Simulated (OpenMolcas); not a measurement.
## Co3+: CASPT2 settings compared

```
Program             : OpenMolcas
Basis               : ANO-RCC-VTZP [6s5p3d2f1g]
Scalar Hamiltonian  : DKH4, point nucleus
Active space        : 6 electrons in 5 orbitals (3d)
State averaging     : 2S+1 = 5 even, 5 roots; 2S+1 = 3 even, 45 roots; 2S+1 = 1 even, 50 roots (44 in the spin-orbit step)
Spin-orbit coupling : RASSI with atomic mean-field integrals over the reference wave functions, term energies averaged over their components
```

Methods on the same reference wave functions:
A. CASSCF
B. SS-CASPT2, IPEA 0 Eh, sigma1 regulariser 0.1 Eh (closed shells correlated: 3s 3p)
C. SS-CASPT2, IPEA 0.6 Eh, sigma2 regulariser 0.15 Eh (closed shells correlated: none)
D. SS-CASPT2, IPEA 0 Eh, sigma2 regulariser 0.25 Eh (closed shells correlated: 3s 3p)
E. MS-CASPT2, IPEA 0 Eh, sigma2 regulariser 0.25 Eh (closed shells correlated: 3s 3p)

Energies in cm⁻¹ above 3d⁶ ⁵D₄, the measured ground level; measured values from Sugar and Corliss, J. Phys. Chem. Ref. Data 10, 1097 (1981).

| Level | A | B | C | D | E | Measured |
| --- | --- | --- | --- | --- | --- | --- |
| 3d⁶ ⁵D₄ | 0.0 | 0.0 | 0.0 | 0.0 | 0.0 | 0.0 |
| 3d⁶ ⁵D₃ | 654 | 658 | 655 | 658 | 658 | 639 |
| 3d⁶ ⁵D₂ | 1112 | 1111 | 1111 | 1111 | 1111 | 1078 |
| 3d⁶ ⁵D₁ | 1407 | 1400 | 1404 | 1400 | 1400 |  |
| 3d⁶ ⁵D₀ | 1551 | 1541 | 1548 | 1541 | 1542 | 1494 |
| 3d⁶ ³H₆ | 25851 | 23440 | 25710 | 23440 | 23440 | 23680 |
| 3d⁶ ³H₅ | 26181 | 23750 | 26020 | 23750 | 23750 | 24032 |
| 3d⁶ ³H₄ | 26421 | 23950 | 26240 | 23950 | 23950 | 24272 |
| 3d⁶ ³P₂(1) | 28191 | 22120 | 25920 | 22120 | 22110 | 22883 |
| 3d⁶ ³F₄(1) | 29562 | 24860 | 27910 | 24860 | 24860 | 25396 |
| 3d⁶ ³F₃(1) | 29933 | 25170 | 28260 | 25170 | 25170 | 25736 |
| 3d⁶ ³P₁(1) | 30095 | 24030 | 27830 | 24030 | 24020 | 24729 |
| 3d⁶ ³F₂(1) | 30211 | 25410 | 28520 | 25410 | 25400 | 25969 |
| 3d⁶ ³P₀(1) | 30871 | 24800 | 28590 | 24800 | 24790 | 25449 |
| 3d⁶ ³G₅ | 32648 | 28820 | 31300 | 28820 | 28820 | 29022 |
| 3d⁶ ³G₄ | 33267 | 29390 | 31900 | 29390 | 29390 | 29592 |
| 3d⁶ ³G₃ | 33527 | 29640 | 32150 | 29640 | 29640 | 29868 |
| 3d⁶ ¹I₆ | 38970 | 36100 | 38600 | 36100 | 36100 | 35943 |
| 3d⁶ ¹G₄(1) | 41161 | 37210 | 39060 | 37210 | 37210 | 36683 |
| 3d⁶ ³D₁ | 42217 | 35990 | 39070 | 35990 | 35990 |  |
| 3d⁶ ³D₂ | 42253 | 36010 | 39110 | 36010 | 36010 |  |
| 3d⁶ ³D₃ | 42430 | 36200 | 39280 | 36200 | 36200 | 36554 |
| 3d⁶ ¹S₀ | 47796 | 41170 | 43580 | 41170 | 41170 | 41442 |
| 3d⁶ ¹D₂ | 51120 | 43110 | 47940 | 43110 | 43110 | 42342 |

Deviations, from unrounded energies. A percentage is the sum of absolute deviations over the sum of measured energies, with the sign that they share, or ± where signs differ.

```json
{"Against measurement": "mean absolute deviation (cm-1)", "Levels": "20", "A": "3700", "B": "370", "C": "2300", "D": "370", "E": "370"}
{"Against measurement": "fine structure of the ground term (%)", "Levels": "3", "A": "+3.3", "B": "+3.1", "C": "+3.2", "D": "+3.1", "E": "+3.1"}
{"Against measurement": "other terms of the ground configuration (%)", "Levels": "17", "A": "+14.8", "B": "±1.5", "C": "+9.0", "D": "±1.5", "E": "±1.5"}
```

B, D, E lie about equally close to measurement and A furthest from it. The largest miss of B in the table is 3d⁶ ¹D₂, by +770 cm-1. The ranking rests on the paired levels alone, and a cruder setting can come out closer through cancelling errors.

Among B to E the level of the table that moves most is 3d⁶ ¹D₂, by 4800 cm-1 (lowest in E, highest in C). Moves below CASPT2's spread within the term are not significant.

The two smallest mean deviations differ by little beside CASPT2's spread within terms, so their order carries little weight.

From A to B the spin-free energies of the other terms of 3d⁶ shown, above ⁵D, scale by factors of 0.79 to 0.92, as is usual when dynamic correlation screens the repulsion within a d or f shell.

The lowest spin-free term lies below A's lowest term by 0.413 hartree in B, 0.113 hartree in C, 0.413 hartree in D, 0.413 hartree in E.

Term energies are means over components that CASPT2 splits; among the terms shown or strongly mixed into the levels shown the widest spread is 560 cm-1 (3d⁶ ¹G(1), E). Some high roots are left out of the spin-orbit mixing, which shifts the levels that they would mix with. Without dynamic correlation excited terms often stand tens of per cent too high (terms of higher spin than the ground term too low), and those without a measured partner can miss by more than the paired ones (holds for A). The CASPT2 spread within a term exceeds the gap to the next term for 3d⁶ ¹I and 3d⁶ ³D, so the order of their levels is uncertain (holds for B; D; E). Some levels mix across a computed gap that differs much from the measured one, so their mixing is not that of the real levels (holds for C). Measured partners are found by configuration, term and J. A level has none where our copy of the source lacks it or the pairing is in doubt (some pairs that miss far off the trend of their configuration count as doubtful), and it then counts in no deviation. Levels of configurations outside the active space are missing. The table leaves out levels that lie high or whose names do not pair safely across all columns.

A number in round brackets counts repeated terms of one configuration in the order of the reference energies.
